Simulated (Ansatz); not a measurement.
Cost and result up the ladder for CrO2F2 (5 atoms). Charge 0, multiplicity 1. Geometry: r2SCAN-D4/def2-SVP.

```xyz
5

Cr   -0.009    0.008   -0.024
O    -0.762    1.320   -0.333
O     0.157   -0.783   -1.341
F    -0.902   -0.912    1.081
F     1.516    0.367    0.617
```

Ansatz on 4 threads of Arm Neoverse V1 on a shared host. Times are rough, and most runs start from the orbitals of an earlier one. No level here is sound enough to serve as a yardstick. Binding counts from free atoms at the same level (Cr septet, O triplet, F doublet; other spins of the atoms weren't run), without zero-point energy or a counterpoise term.

B3LYP takes the VWN-RPA correlation. Correlated methods freeze 9 core orbitals; core or outer-core shells of Cr are correlated, in sets that lack core-valence functions.

Run but left out: HF/STO-3G (restricted singlet, unstable in another Hartree–Fock run and untested here); MP2/def2-TZVP, CCSD(T)/def2-TZVPP (restricted singlet, unstable towards broken spin symmetry).

Correlated methods converge slowly with the basis.

```csv
level,functions,wall time,binding energy per atom (eV),remarks
LDA (SPW92)/def2-TZVP,169,0.75 s,5.21,restricted SCF unstable in HF
PBE0-D4/def2-SVP,87,1 s,3.52,restricted SCF unstable in HF
PBE-D4/def2-TZVP,169,1.3 s,4.42,–
revPBE-D4/def2-TZVP,169,1.3 s,4.20,restricted SCF unstable in HF
PBE0-D4/def2-TZVP,169,1.9 s,3.54,restricted SCF unstable in HF
PBE-D4/def2-TZVPD,208,2 s,4.41,restricted SCF unstable in HF
B3LYP-D4/def2-TZVP,169,2.3 s,3.75,restricted SCF unstable in HF
r2SCAN-D4/def2-TZVP,169,2.6 s,4.02,restricted SCF unstable in HF
PBE0-D4/def2-TZVPD,208,2.9 s,3.54,restricted SCF unstable in HF
RPA@PBE/def2-TZVP,169,3 s,3.56,–
r2SCANh-D4/def2-TZVP,169,3.1 s,3.70,restricted SCF unstable in HF
r2SCAN0-D4/def2-TZVP,169,3.5 s,3.24,restricted SCF unstable in HF
r2SCAN-D4/def2-TZVPD,208,3.6 s,4.02,restricted SCF unstable in HF
B97M-V/def2-TZVP,169,4.4 s,3.82,restricted SCF unstable in HF
```
